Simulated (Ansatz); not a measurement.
Relaxation of F$_{5}$HOW (8 atoms, charge 0, multiplicity 1), to a largest force component of 0.02 eV/Å in at most 40 steps.

These are results of Ansatz, RHF/def2-SVP, not measurements.

```xyz
8
Properties=species:S:1:pos:R:3:forces:R:3
W 0.000 0.000 0.000 -0.75 -1.14 -2.30
F 0.000 0.000 1.850 0.09 0.14 -0.69
F 1.850 0.000 0.000 -0.81 0.15 0.12
F 0.000 1.850 0.000 0.13 -0.79 -0.01
F -1.850 0.000 0.000 1.08 -0.03 0.17
F 0.000 -1.850 0.000 -0.06 1.23 0.05
O 0.000 0.000 -1.940 1.83 2.72 2.35
H 0.528 0.792 -2.277 -1.51 -2.26 0.31
```

Problem. Where does it end, and by what steps?

Solution. It converged. After 7 steps the energy has fallen by 0.610 eV; H8 moved furthest, 0.68 Å.

```json
{"step": "0", "energy less start (eV)": "0.0000", "largest force component (eV/Å)": "2.717", "accepted": "yes"}
{"step": "1", "energy less start (eV)": "-0.3782", "largest force component (eV/Å)": "1.366", "accepted": "yes"}
{"step": "2", "energy less start (eV)": "-0.4721", "largest force component (eV/Å)": "0.491", "accepted": "yes"}
{"step": "3", "energy less start (eV)": "-0.5266", "largest force component (eV/Å)": "0.689", "accepted": "yes"}
{"step": "4", "energy less start (eV)": "-0.5825", "largest force component (eV/Å)": "0.267", "accepted": "yes"}
{"step": "5", "energy less start (eV)": "-0.6069", "largest force component (eV/Å)": "0.180", "accepted": "yes"}
{"step": "6", "energy less start (eV)": "-0.6097", "largest force component (eV/Å)": "0.039", "accepted": "yes"}
{"step": "7", "energy less start (eV)": "-0.6099", "largest force component (eV/Å)": "0.003", "accepted": "yes"}
```

```xyz
8
Properties=species:S:1:pos:R:3
W 0.045 0.067 0.003
F -0.082 -0.126 1.825
F 1.869 0.047 0.202
F 0.037 1.882 0.269
F -1.790 0.069 -0.050
F 0.042 -1.765 -0.117
O 0.170 0.257 -1.782
H 0.237 0.360 -2.719
```

Time of the run: 59 s on 2 threads of AMD EPYC 7571, with other jobs on the host, peak memory 0.3 GiB.
